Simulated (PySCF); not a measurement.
Electric field gradients and quadrupole coupling constants

Compound: C₄H₈F₂O₂.
Z-matrix (Å and degrees, GFN2-xTB geometry), rows numbered from 1:
```
C 
O   1  1.4188
C   2  1.3837  1  114.14
O   3  1.3938  2  110.09  1   -61.33
C   4  1.4119  3  114.56  2   172.33
C   3  1.5493  2  105.88  1   175.77
F   6  1.3571  3  110.51  2  -144.64
F   6  1.3454  3  112.00  2    97.07
H   1  1.0869  2  105.62  3  -178.12
H   1  1.0913  2  110.94  3    62.55
H   1  1.0955  2  110.44  3   -59.20
H   3  1.1165  2  110.94  1    60.26
H   5  1.0872  4  105.69  3  -172.74
H   5  1.0929  4  111.79  3    68.34
H   5  1.0963  4  110.82  3   -53.73
H   6  1.0984  3  110.59  2   -24.35
```

Field gradients from the PBE0/pcSseg-1 density (PySCF, non-relativistic), principal values in atomic units, ordered |Vxx| ≤ |Vyy| ≤ |Vzz|:

```
atom      Vxx      Vyy      Vzz
  O2  -0.0535  -1.9379   1.9913
  O4   0.0265   1.9775  -2.0040
```

Find the asymmetry η = (Vxx − Vyy)/Vzz and the couplings χ = eQV/h (234.96 MHz × Q in barn × V in au), with Q(17O) = −0.0256 b.

```
atom   environment  nucleus     η  χzz (MHz)  χxx (MHz)  χyy (MHz)
  O2  ether oxygen      17O  0.95     -11.98       0.32      11.66
  O4  ether oxygen      17O  0.97      12.05      -0.16     -11.90
```

At O2 and O4 η is above 0.9: Vyy and Vzz are nearly equal in size and opposite in sign, so a small change could swap them and flip the sign of χzz. The tensor is traceless: Vxx + Vyy + Vzz = 0.

What is Vzz at O2 in SI units (1 au = 9.71736 × 10²¹ V/m²)?

1.9913 au = 19.350 × 10²¹ V/m².

What couplings would deuterons (Q(2H) = 0.00286 b) have in place of the hydrogens, at this geometry?

```csv
atom,bonded to,bond length (Å),Vzz (au),η,χzz (kHz)
H9,C1,1.087,0.3084,0.07,207
H10,C1,1.091,0.2961,0.07,199
H11,C1,1.095,0.2923,0.09,196
H12,C3,1.116,0.2456,0.03,165
H13,C5,1.087,0.3077,0.07,207
H14,C5,1.093,0.2916,0.09,196
H15,C5,1.096,0.2903,0.09,195
H16,C6,1.098,0.2708,0.05,182
```

The structure is a single GFN2-xTB conformer in the gas phase; no vibrational or solvent corrections. GFN2-xTB bond lengths can be off by several hundredths of an ångström, more for odd bonds, and the gradients follow them. The basis is small and wasn't made for field gradients, so the couplings can be 20 % off.
